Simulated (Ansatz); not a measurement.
Abridged output of a molecular run in Ansatz:

```
Functional definition: HF
1394 factors; integrals over basis functions are off by at most 1.1e-3 eV
mean field evaluation 1: about -25527.4625 eV, gradient 4.0e1 eV
mean field evaluation 2: about -25527.4682 eV, gradient 4.0e1 eV
mean field evaluation 4: about -25537.3869 eV, gradient 9.8e0 eV
mean field evaluation 8: about -25539.1844 eV, gradient 8.4e-1 eV
mean field evaluation 16: about -25539.2418 eV, gradient 1.8e-1 eV
mean field evaluation 32: about -25539.2404 eV, gradient 2.3e-1 eV
mean field -25539.31035120 eV, -938.5523442404 hartree, gradient 8.6e-6 eV, S^2 0.756865; 5 other end points of the search recorded, 0 dependent functions left out
13 core orbitals not correlated: weight in the atoms' cores, before any rotation towards them, 1.000 or more for the frozen orbitals, at most 0.000 for the correlated occupied ones
reference -25539.31035120 eV, -938.5523442404 hartree; 16, 15 occupied and 204, 205 virtual orbitals, 1394 factors
second order -24.33327510 eV of doubles, -0.00000000 eV of singles
cycle   1  -25.01552194 eV  change   -6.8e-1 eV  update   1.0e-1
cycle   2  -25.56327524 eV  change   -5.5e-1 eV  update   3.0e-2
cycle   3  -25.69937969 eV  change   -1.4e-1 eV  update   1.9e-2
cycle   4  -25.69482478 eV  change    4.6e-3 eV  update   7.5e-3
cycle   5  -25.69408429 eV  change    7.4e-4 eV  update   5.2e-3
cycle   6  -25.69840252 eV  change   -4.3e-3 eV  update   2.4e-3
cycle   7  -25.69900008 eV  change   -6.0e-4 eV  update   1.3e-3
cycle   8  -25.69904026 eV  change   -4.0e-5 eV  update   7.0e-4
cycle   9  -25.69921201 eV  change   -1.7e-4 eV  update   5.0e-4
cycle  10  -25.69883267 eV  change    3.8e-4 eV  update   3.9e-4
cycle  11  -25.69899983 eV  change   -1.7e-4 eV  update   3.2e-4
cycle  12  -25.69918872 eV  change   -1.9e-4 eV  update   2.4e-4
cycle  13  -25.69921954 eV  change   -3.1e-5 eV  update   2.1e-4
cycle  14  -25.69925130 eV  change   -3.2e-5 eV  update   1.8e-4
cycle  15  -25.69918673 eV  change    6.5e-5 eV  update   1.8e-4
cycle  16  -25.69919258 eV  change   -5.8e-6 eV  update   1.7e-4
cycle  17  -25.69925664 eV  change   -6.4e-5 eV  update   1.6e-4
cycle  18  -25.69925951 eV  change   -2.9e-6 eV  update   1.3e-4
cycle  19  -25.69927162 eV  change   -1.2e-5 eV  update   9.3e-5
cycle  20  -25.69929336 eV  change   -2.2e-5 eV  update   5.0e-5
cycle  21  -25.69929815 eV  change   -4.8e-6 eV  update   2.5e-5
perturbative correction -0.95241720 eV, -0.0350006864 hartree
Total energy: -25565.96206655 eV, -939.5317767141 hartree
Checks for a lower state left out: cluster_reference
```

Its atoms:

```xyz
9

C    -0.9745    1.0471   -0.0584
O     0.2205    0.4696   -0.5430
Si    0.8466   -0.9477   -0.0869
O     1.8981   -1.4947   -1.2344
Cl    2.1212   -0.8071    1.5035
H    -1.7047    0.2855    0.2358
H    -0.7621    1.6852    0.8032
H    -1.4046    1.6570   -0.8534
H    -0.2406   -1.8948    0.2336
```

Question: Which basis set was used?
A. def2-SVP
B. def2-TZVPP
C. def2-TZVPPD
D. cc-pV(D+d)Z

Answer: B. It gives 233 functions.

Question: Write the keys of the input that set method, charge and spin (a neutral closed shell needs none for the last two).

Answer: 
```yaml
magnetization: {spin_polarized: true, initial_magnetization: 1}
correlation: {method: ccsd_t}
scf: {omitted_lower_state_checks: [cluster_reference]}
```
